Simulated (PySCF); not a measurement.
Species: C6H3ClN2Se.
InChI=1S/C6H3ClN2Se/c7-4-2-1-3-5-6(4)9-10-8-5/h1-3H

Theory: PBE0-D3(BJ)/def2-SVP geometry optimisation, gas phase (PySCF).

Masses are those of the commonest isotopes; rigid-rotor values at the optimised geometry. 

(1) What are A, B and C (GHz)?

(2) What kind of rotor is it?

(3) What does the inertial defect say?

(4) Give the coordinates in the principal-axis frame, origin at the centre of mass.

(5) Where do the levels up to J = 5 lie, in cm⁻¹?

(6) Predict some low-J microwave lines.

(7) Estimate the classical rotational partition function at 10 K, 25 K and 298.15 K.

Results:

(1) Ia = 343.06, Ib = 800.89, Ic = 1143.95 u·Å²; 505379 MHz·u·Å²/I gives 1473, 631.0 and 441.8 MHz, that is A = 1.4731, B = 0.6310, C = 0.4418 GHz.

(2) An asymmetric top. Ray's parameter κ = (2B − A − C)/(A − C) = -0.633; −1 is the prolate and +1 the oblate limit.

(3) Planar: Δ = Ic − Ia − Ib = 0.00 u·Å². For a rigid frame Δ = −2 Σ m c², so it vanishes when all atoms lie in the ab plane; here none is more than 0.01 Å from it.

(4) The sense of each axis is arbitrary; atoms in the order of the calculation.
```tsv
atom	mass (u)	a (Å)	b (Å)	c (Å)
Cl1	34.969	-2.607	1.711	0.001
C2	12.000	-1.882	0.153	0.000
C3	12.000	-2.634	-0.989	0.000
C4	12.000	-2.020	-2.281	0.000
C5	12.000	-0.664	-2.441	0.000
C6	12.000	0.162	-1.275	0.000
N7	14.003	1.486	-1.292	0.001
Se8	79.917	2.021	0.401	0.000
N9	14.003	0.382	1.080	-0.002
C10	12.000	-0.449	0.055	-0.001
H11	1.008	-3.722	-0.906	0.001
H12	1.008	-2.671	-3.158	-0.001
H13	1.008	-0.191	-3.423	-0.001
```

(5) Above 0(0,0):
J = 1: 1(0,1) 0.0358, 1(1,1) 0.0639, 1(1,0) 0.0702
J = 2: 2(0,2) 0.1064, 2(1,2) 0.1291, 2(1,1) 0.1481, 2(2,1) 0.2323, 2(2,0) 0.2333
J = 3: 3(0,3) 0.2101, 3(1,3) 0.2265, 3(1,2) 0.2642, 3(2,2) 0.3397, 3(2,1) 0.3443, 3(3,1) 0.4965, 3(3,0) 0.4966
J = 4: 4(0,4) 0.3448, 4(1,4) 0.3553, 4(1,3) 0.4178, 4(2,3) 0.4821, 4(2,2) 0.4951, 4(3,2) 0.6413, 4(3,1) 0.6419, 4(4,1) 0.8585, 4(4,0) 0.8585
J = 5: 5(0,5) 0.5090, 5(1,5) 0.5151, 5(1,4) 0.6074, 5(2,4) 0.6589, 5(2,3) 0.6866, 5(3,3) 0.8226, 5(3,2) 0.8251, 5(4,2) 1.0396, 5(4,1) 1.0396, 5(5,1) 1.3188, 5(5,0) 1.3188
The levels of one J sum to (2J + 1)J(J + 1)(A + B + C)/3.

(6) The dipole components are |μa| = 0.13 D, |μb| = 1.41 D, |μc| = 0.00 D; the mirror of this Cs structure is the ab plane, so μc vanishes by symmetry and there are no c-type lines. Intensities carry the squares of the components, which stand as 0.01 : 1.00 (a : b). Some lines, for components of 0.1 D or more:

```tsv
type	branch	J(Ka,Kc)	MHz	lower level (cm⁻¹)
a	Q	2(1,1) ← 2(1,2)	568	0.129
b	Q	1(1,0) ← 1(0,1)	1031	0.036
a	R	1(0,1) ← 0(0,0)	1073	0.000
b	Q	2(1,1) ← 2(0,2)	1249	0.106
b	R	2(0,2) ← 1(1,1)	1275	0.064
b	R	1(1,1) ← 0(0,0)	1915	0.000
a	R	2(1,2) ← 1(1,1)	1956	0.064
a	R	2(0,2) ← 1(0,1)	2117	0.036
a	R	2(1,1) ← 1(1,0)	2335	0.070
b	Q	2(2,0) ← 2(1,1)	2555	0.148
b	R	2(1,2) ← 1(0,1)	2798	0.036
b	Q	2(2,1) ← 2(1,2)	3094	0.129
b	R	2(2,1) ← 1(1,0)	4861	0.070
b	R	2(2,0) ← 1(1,1)	5079	0.064
```

(7) Point group Cs, symmetry number σ = 1; q = (√π/σ)·√((kT/h)³/(ABC)), k/h = 20836.6 MHz/K: 8320 at 10 K, 32900 at 25 K, 1350000 at 298.15 K.

PBE0-D3(BJ)/def2-SVP frequencies: not computed here. These are rigid-rotor constants of the computed structure; measured ground-state constants (B0) also hold zero-point vibration. Quadrupole hyperfine structure (14N, 35Cl) is left out.
